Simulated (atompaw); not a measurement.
## An all-electron radial function and its pseudo partner (fluorine (F))

Columns: radius, all-electron u(r) and pseudo u(r) of the 2p shell (level -19.24 eV) of fluorine in the configuration [He] 2s2 2p4.5; PBE, non-relativistic, PAW (atompaw) scheme, atompaw 4.2.0.5.

```json
{"r (bohr)": "0.052", "all-electron": "0.0477", "pseudo": "0.0075"}
{"r (bohr)": "0.104", "all-electron": "0.1534", "pseudo": "0.0298"}
{"r (bohr)": "0.156", "all-electron": "0.2802", "pseudo": "0.0659"}
{"r (bohr)": "0.208", "all-electron": "0.4081", "pseudo": "0.1145"}
{"r (bohr)": "0.260", "all-electron": "0.5262", "pseudo": "0.1736"}
{"r (bohr)": "0.312", "all-electron": "0.6295", "pseudo": "0.2412"}
{"r (bohr)": "0.363", "all-electron": "0.7148", "pseudo": "0.3130"}
{"r (bohr)": "0.415", "all-electron": "0.7857", "pseudo": "0.3894"}
{"r (bohr)": "0.467", "all-electron": "0.8412", "pseudo": "0.4662"}
{"r (bohr)": "0.519", "all-electron": "0.8822", "pseudo": "0.5406"}
{"r (bohr)": "0.571", "all-electron": "0.9103", "pseudo": "0.6102"}
{"r (bohr)": "0.623", "all-electron": "0.9271", "pseudo": "0.6729"}
{"r (bohr)": "0.675", "all-electron": "0.9344", "pseudo": "0.7267"}
{"r (bohr)": "0.727", "all-electron": "0.9336", "pseudo": "0.7705"}
{"r (bohr)": "0.779", "all-electron": "0.9262", "pseudo": "0.8035"}
{"r (bohr)": "0.831", "all-electron": "0.9133", "pseudo": "0.8255"}
{"r (bohr)": "0.883", "all-electron": "0.8962", "pseudo": "0.8367"}
{"r (bohr)": "0.935", "all-electron": "0.8757", "pseudo": "0.8381"}
{"r (bohr)": "0.987", "all-electron": "0.8527", "pseudo": "0.8307"}
{"r (bohr)": "1.038", "all-electron": "0.8281", "pseudo": "0.8165"}
{"r (bohr)": "1.090", "all-electron": "0.8018", "pseudo": "0.7965"}
{"r (bohr)": "1.142", "all-electron": "0.7744", "pseudo": "0.7725"}
{"r (bohr)": "1.194", "all-electron": "0.7465", "pseudo": "0.7460"}
{"r (bohr)": "1.246", "all-electron": "0.7184", "pseudo": "0.7183"}
{"r (bohr)": "1.298", "all-electron": "0.6902", "pseudo": "0.6902"}
{"r (bohr)": "1.350", "all-electron": "0.6622", "pseudo": "0.6622"}
```

**Question.** How many radial nodes do the two functions have?

**Answer.** The all-electron 2p function has n − l − 1 = 0; the pseudo-wave has 0.

**Question.** Where does each function peak?

**Answer.** Outermost all-electron maximum near 0.68 bohr, pseudo maximum near 0.94 bohr (to the table’s step).

**Question.** Is the pseudo-wave norm-conserving?

**Answer.** No, it belongs to a PAW set: the norm inside the radius is not constrained, and the difference is carried by the augmentation charge.
